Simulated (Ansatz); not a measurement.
One geometry of HfF₄, several levels of theory.

```yaml
crystal:
  periodic: [false, false, false]
  atoms:
    - {symbol: Hf, position_ang: [-0.000002, -0.000127, -0.000183]}
    - {symbol: F, position_ang: [0.009461, -0.015896, 1.903255]}
    - {symbol: F, position_ang: [1.791717, 0.009553, -0.643257]}
    - {symbol: F, position_ang: [-0.903856, 1.557628, -0.616764]}
    - {symbol: F, position_ang: [-0.897310, -1.551148, -0.643051]}
basis:
  gaussian: {orbitals: def2-TZVP, initial_orbitals: start.molden}
correlation: {method: mp2}
scf: {omitted_lower_state_checks: [starts]}
output: {orbitals: {seedname: orbitals}}
```

The file start.molden holds the orbitals of an earlier run on this structure, at another level or in another basis.

```sh
$ ansatz run in.yaml --threads 4 --pin off --events-out ev --progress --plain --max-ram 3916MiB
```

Output, abridged:

```
Functional definition: HF
1186 factors; integrals over basis functions are off by at most 9.0e-4 eV
mean field evaluation 1: about -12128.5137 eV, gradient 3.1e1 eV
mean field evaluation 2: about -12129.7209 eV, gradient 1.9e0 eV
mean field evaluation 4: about -12129.9441 eV, gradient 3.5e-2 eV
mean field evaluation 8: about -12129.9441 eV, gradient 1.1e-6 eV
mean field -12129.94409165 eV, -445.7672233966 hartree, gradient 8.1e-6 eV, S^2 0.000000; 0 other end points of the search recorded, 0 dependent functions left out
4 core orbitals not correlated: weight in the atoms' cores, before any rotation towards them, 1.000 or more for the frozen orbitals, at most 0.000 for the correlated occupied ones
reference -12129.94409165 eV, -445.7672233966 hartree; 20, 20 occupied and 140, 140 virtual orbitals, 1186 factors
second order -35.10238836 eV of doubles, -0.00000000 eV of singles
Total energy: -12165.04648001 eV, -447.0572123757 hartree
Checks for a lower state left out: starts
```

It took 0.6 s on 4 threads of AMD EPYC 9R45 on a shared host.

The first input with `gaussian: {orbitals: def2-TZVPD, initial_orbitals: start.molden}`, `hamiltonian: {xc: r2scan, dispersion: d4}` and without the key `correlation` (abridged; 1.1 s):

```
Functional definition: r2SCAN
mean field -12185.17271955 eV, -447.7968380368 hartree, gradient 2.1e-5 eV, S^2 0.000000
Total energy: -12185.19035133 eV, -447.7974859928 hartree
Checks for a lower state left out: starts
```

As the first input, with `hamiltonian: {xc: hse06, dispersion: d4}` and without the key `correlation` (abridged; 0.6 s):

```
Functional definition: HSE06
mean field -12177.43348581 eV, -447.5124264425 hartree, gradient 2.9e-5 eV, S^2 0.000000
Total energy: -12177.49351406 eV, -447.5146324400 hartree
Checks for a lower state left out: starts
```

As the first input, with `gaussian: {orbitals: def2-TZVPD, initial_orbitals: start.molden}`, `hamiltonian: {xc: pbe, dispersion: d4}` and without the key `correlation` (abridged; 0.65 s):

```
Functional definition: PBE
mean field -12179.28754709 eV, -447.5805619381 hartree, gradient 3.6e-5 eV, S^2 0.000000
Total energy: -12179.36228738 eV, -447.5833085929 hartree
Checks for a lower state left out: starts
```

The first input with `hamiltonian: {xc: {name: revPBE}, dispersion: d4}` and without the key `correlation` (abridged; 0.45 s):

```
Functional definition: revPBE
mean field -12186.33722029 eV, -447.8396326495 hartree, gradient 1.7e-5 eV, S^2 0.000000
Total energy: -12186.51764241 eV, -447.8462630401 hartree
Checks for a lower state left out: starts
```

As the first input, with `hamiltonian: {xc: {text: "exchange = 0.65*pbe_x + 0.35*exact_x\ncorrelation = pbe_c"}}` and without the key `correlation` (abridged; 0.55 s):

```
Functional definition: unnamed
mean field -12177.49096069 eV, -447.5145386055 hartree, gradient 6.8e-5 eV, S^2 0.000000
Total energy: -12177.49099315 eV, -447.5145397985 hartree
Checks for a lower state left out: starts
```

As the first input, with `hamiltonian: {xc: {name: CAM-B3LYP}, dispersion: d4}` and without the key `correlation` (abridged; 0.7 s):

```
Functional definition: CAM-B3LYP
mean field -12185.35937074 eV, -447.8036973414 hartree, gradient 1.9e-5 eV, S^2 0.000000
Total energy: -12185.42494010 eV, -447.8061069709 hartree
Checks for a lower state left out: starts
```

Geometry: PBE0-D4/def2-SVP.

In the def2 sets Hf takes a core potential; there is no spin–orbit coupling. HSE06 is defined as in plane-wave codes, on full-range PBE exchange. Correlated methods freeze 4 core orbitals; core or outer-core shells of Hf are correlated, in sets that lack core-valence functions.
